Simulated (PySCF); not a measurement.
SMILES C[SiH2]C#C[SiH2]F, B3LYP/def2-SVP optimised geometry.

```
13

Si    -1.39    -3.13     4.02
F     -2.34    -2.13     4.89
C     -0.82    -2.25     2.52
C     -0.43    -1.68     1.51
Si     0.14    -0.78     0.00
C     -0.53     0.98     0.00
H     -2.20    -4.32     3.64
H     -0.23    -3.51     4.86
H     -0.33    -1.53    -1.19
H      1.63    -0.78     0.00
H     -1.63     0.97     0.01
H     -0.20     1.52    -0.90
H     -0.18     1.53     0.88
```

Density from B3LYP/def2-TZVP run with PySCF at that geometry.

Minimum of the electron density along straight lines between bonded atoms, close to the bond critical point (lines longer than 1.1 times the sum of covalent radii, or with two minima, are not listed):

| bond | length / Å | ρ at the minimum / e bohr⁻³ | ∇²ρ there / e bohr⁻⁵ | position (fraction from the first atom) |
|---|---|---|---|---|
| Si1–F2 | 1.627 | 0.130 | (withheld) | 0.42 |
| Si1–C3 | 1.829 | 0.122 | 0.29 | 0.39 |
| C3–C4 | 1.226 | 0.416 | (withheld) | 0.50 |
| C4–Si5 | 1.850 | 0.115 | 0.29 | 0.61 |
| Si5–C6 | 1.881 | 0.122 | (withheld) | 0.39 |
| Si1–H7 | 1.484 | 0.126 | 0.12 | 0.49 |
| Si1–H8 | 1.484 | 0.126 | 0.12 | 0.49 |
| Si5–H9 | 1.491 | 0.122 | 0.14 | 0.49 |
| Si5–H10 | 1.491 | 0.122 | 0.14 | 0.49 |
| C6–H11 | 1.101 | 0.268 | -0.88 | 0.64 |
| C6–H12 | 1.102 | 0.267 | -0.88 | 0.64 |
| C6–H13 | 1.101 | 0.268 | -0.88 | 0.64 |

### Question
Fill in the missing entries.

### Answer

- Si1–F2, ∇²ρ there / e bohr⁻⁵: 0.86
- C3–C4, ∇²ρ there / e bohr⁻⁵: -1.29
- Si5–C6, ∇²ρ there / e bohr⁻⁵: 0.15
